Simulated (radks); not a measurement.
Species: the thallium ion Tl+. Configuration: [Xe] 4f14 5d10 6p(up 0.5, down 0.5) 6s(up 1, down 0) (fractional occupations, a model configuration). Calculated with a radial shooting solver on a logarithmic mesh with Libxc functionals: scalar-relativistic Kohn-Sham, PBE, spin-polarised, spherical densities, point nucleus.

Unscreened Slater integrals over Kohn-Sham orbitals (hartree). They are taken over the spin-up orbitals.

F0(6p,6p): 0.28689
F2(6p,6p): 0.15429
F0(6p,6s): 0.32307
G1(6p,6s): 0.19318
F0(6p,5d): 0.35652
F2(6p,5d): 0.10795
G1(6p,5d): 0.046619
G3(6p,5d): 0.037534
F0(6p,5p): 0.36675
F2(6p,5p): 0.076409
G0(6p,5p): 0.012544
G2(6p,5p): 0.016792
F0(6s,6s): 0.38397
F0(6s,5d): 0.45499
G2(6s,5d): 0.10249
F0(6s,5p): 0.47676
G1(6s,5p): 0.034866
F0(5d,5d): 0.65728
F2(5d,5d): 0.34000
F4(5d,5d): 0.22533
F0(5d,5p): 0.74728
F2(5d,5p): 0.37091
G1(5d,5p): 0.44802
G3(5d,5p): 0.27769
F0(5p,5p): 0.89229
F2(5p,5p): 0.48087

Derived for the open shells (J is the average intra-shell exchange parameter used in DFT+U). 6p: J = F2/5 = 0.03086 hartree.
